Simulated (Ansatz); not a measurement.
One change: `[SiH3][In]([Cl])[Cl]` becomes `[F][In]([Cl])[Cl]`.

Ansatz, PBE0-D4/def2-TZVP geometries, multiplicity 1. 

Elements past krypton have def2 core potentials.

| property | `[SiH3][In]([Cl])[Cl]` |
| --- | --- |
| LUMO energy (PBE0/def2-TZVPP) / eV | -2.16 |
| LUMO energy (B3LYP/def2-TZVPP) / eV | -2.38 |
| size of the dipole moment (B3LYP/def2-TZVPP) / D | 3.88 |
| LUMO energy (ωB97M-V/def2-TZVPP) / eV | -0.52 |
| size of the dipole moment (ωB97M-V/def2-TZVPP) / D | 3.87 |
| HOMO energy (B3LYP/def2-TZVPP) / eV | -8.06 |

Give the same properties after the change, and the shifts. (Best estimate.)

Ansatz gave: 
```csv
property,`[F][In]([Cl])[Cl]`,shift
LUMO energy (PBE0/def2-TZVPP) / eV,-3.01,-0.85
LUMO energy (B3LYP/def2-TZVPP) / eV,-3.34,-0.96
size of the dipole moment (B3LYP/def2-TZVPP) / D,1.03,-2.85
LUMO energy (ωB97M-V/def2-TZVPP) / eV,-1.01,-0.49
size of the dipole moment (ωB97M-V/def2-TZVPP) / D,0.99,-2.88
HOMO energy (B3LYP/def2-TZVPP) / eV,-9.35,-1.29
```

With PBE0 the HOMO falls by 1.34 eV and the LUMO falls by 0.85 eV, so the gap widens by about 0.49 eV. PBE moves the HOMO by -1.07 eV and ωB97M-V by -1.60 eV. Dipoles are sizes alone; their direction can turn.

B3LYP here is the variant with VWN-RPA as its local correlation; programs differ in this.
